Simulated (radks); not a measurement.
The numbers below are computed, except where a source is named.
Species: Re1.25+. Configuration: [Xe] 4f14 5d4.75 6s1 (fractional occupations, a model configuration).

Code: a radial shooting solver on a logarithmic mesh with Libxc functionals. Model: scalar-relativistic Kohn-Sham, r2SCAN, spin-unpolarised, spherical densities, finite nucleus; meta-GGA in the generalised Kohn-Sham scheme; Fermi nuclear charge, rms radius 5.3698 fm.

Energy parts (hartree):
| part | energy |
|---|---|
| total | -16690.7661 |
| kinetic | 18438.7841 |
| electron-nucleus | -41283.2530 |
| Hartree | 6484.3021 |
| exchange-correlation | -330.5993 |

Orbitals (lengths in bohr, moments of r in powers of bohr; r(max) is where P^2 peaks; r(90%) holds 90 % of the orbital's charge):
orbital  occ.  eigenvalue (hartree)       <r^4>   r(max)  r(90%)      <r>
1s          2             -2636.461   5.465e-07  0.01124  0.0329  0.01804
2s          2             -458.4158  0.00008173  0.06450   0.118  0.07620
2p          6             -400.0413  0.00006463  0.05303   0.111  0.06835
3s          2             -106.8085    0.002983   0.1818   0.289   0.1972
3p          6             -89.51438    0.003228   0.1802   0.296   0.1977
3d         10             -69.86505    0.002499   0.1470   0.278   0.1793
4s          2             -22.81691     0.06950   0.4127   0.632   0.4406
4p          6             -17.11946     0.09254   0.4329   0.680   0.4683
4d         10              -9.93147      0.1348   0.4434   0.748   0.4999
4f         14              -1.96781      0.4017   0.4180   0.953   0.5801
5s          2              -3.59568       2.161   0.9386    1.49    1.039
5p          6              -2.16822       4.181    1.060    1.76    1.207
5d       4.75              -0.57031       27.86    1.398    2.83    1.808
6s          1              -0.53669       117.9    2.460    4.07    2.805

The highest occupied level is 6s at -14.604 eV. Summed over all electrons, <r^2> = 51.04 bohr^2, which gives a Langevin (diamagnetic) susceptibility term of -40.4 x 10^-6 cm^3/mol. The density falls to 0.001 e/bohr^3 at r = 4.16 bohr.
